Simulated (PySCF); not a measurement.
## Structure from NMR data

An unknown has the formula CH8F2O2Si3. Its calculated NMR data are:

¹H NMR (600 MHz, computed): δ 6.58 (m, 1H), 5.30 (s, 3H), 5.07 (m, 2H), 4.98 (s, 2H).

¹³C{¹H} NMR (computed): δ 126.4 (CH).

Theoretical values (PySCF 2.14): shielding tensors at PBE0/pcSseg-1 (GIAO), structure optimised with GFN2-xTB. Relativity neglected, no solvent, one conformer, fast rotation and ring inversion assumed for equivalent nuclei.

Chemical shifts δ = σref − σ; TMS for ¹H, ¹³C, all at this level.

**Question.** Deduce the structure.

**Answer.** 
Rings plus π bonds: 0. Carbon types of the structure: 1 × CH, leaving 7 H on heteroatoms. δC 126.4: sp3 CH bonded to 2 F and Si; 2 electronegative neighbours deshield it. δH 6.58: hydrogen on an sp3 CH bonded to 2 F and Si; its carbon carries F, hence the downfield position. δH 5.30: hydrogen on a silicon bonded to O. δH 5.07: hydrogen on a silicon bonded to C, O. δH 4.98: hydrogen on a silicon bonded to 2 O.

Structure: SMILES FC(F)[SiH2]O[SiH2]O[SiH3].

This is the structure that produced the data.

Splittings by ¹⁹F in the carbon and heteronuclear signals aren't shown, as no couplings were computed. Shifts are as computed. Against solution values, carbons near 30 ppm lie about +3 ppm off and those near 130 ppm about +5 ppm. Of 1211 compounds with measured shifts, 218 miss one by over three times the rms of a fit or turn the order of signals round; such compounds aren't used in these exercises. Multiplicities follow the n + 1 count of equivalent neighbours, as no J values were calculated; m marks all less simple cases, F and P coupling included.
